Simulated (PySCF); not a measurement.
C₂H₄GeN₂.

```xyz
9

N      2.6732    -0.8909    -0.8083
C      2.0531    -0.0268    -0.3350
N      1.4696     1.0340     0.2191
C      0.2130     1.1062     0.4485
Ge    -1.1837    -0.2464     0.0787
H     -0.1141     2.0515     0.9128
H     -1.8135    -0.6192     1.4295
H     -2.2375     0.4328    -0.8089
H     -0.5532    -1.4589    -0.6094
```
Charge 0, spin multiplicity 1.

Coordinates come from a PBE0-D3(BJ)/def2-SVP optimisation. The structure was generated by enumeration; whether it is a known compound was not checked.

Method: PBE/pcSseg-1 in PySCF. Non-relativistic, no solvent.

Computed absolute GIAO shielding of each atom: isotropic value and principal components (ppm):
```json
[
 {"atom": "N1", "σ(iso)": "-82.5", "σ11": "-173.1", "σ22": "-106.8", "σ33": "32.5", "span": "205.6"},
 {"atom": "C2", "σ(iso)": "60.4", "σ11": "-50.7", "σ22": "-43.3", "σ33": "275.0", "span": "325.7"},
 {"atom": "N3", "σ(iso)": "-145.1", "σ11": "-565.7", "σ22": "-67.7", "σ33": "197.9", "span": "763.6"},
 {"atom": "C4", "σ(iso)": "-31.2", "σ11": "-194.3", "σ22": "-28.4", "σ33": "129.0", "span": "323.3"},
 {"atom": "Ge5", "σ(iso)": "1545.6", "σ11": "1504.0", "σ22": "1516.2", "σ33": "1616.5", "span": "112.5"},
 {"atom": "H6", "σ(iso)": "21.7", "σ11": "15.5", "σ22": "21.1", "σ33": "28.4", "span": "12.9"},
 {"atom": "H7", "σ(iso)": "26.9", "σ11": "21.5", "σ22": "21.9", "σ33": "37.4", "span": "15.8"},
 {"atom": "H8", "σ(iso)": "26.9", "σ11": "21.5", "σ22": "21.9", "σ33": "37.4", "span": "15.9"},
 {"atom": "H9", "σ(iso)": "26.3", "σ11": "19.8", "σ22": "22.9", "σ33": "36.2", "span": "16.4"}
]
```
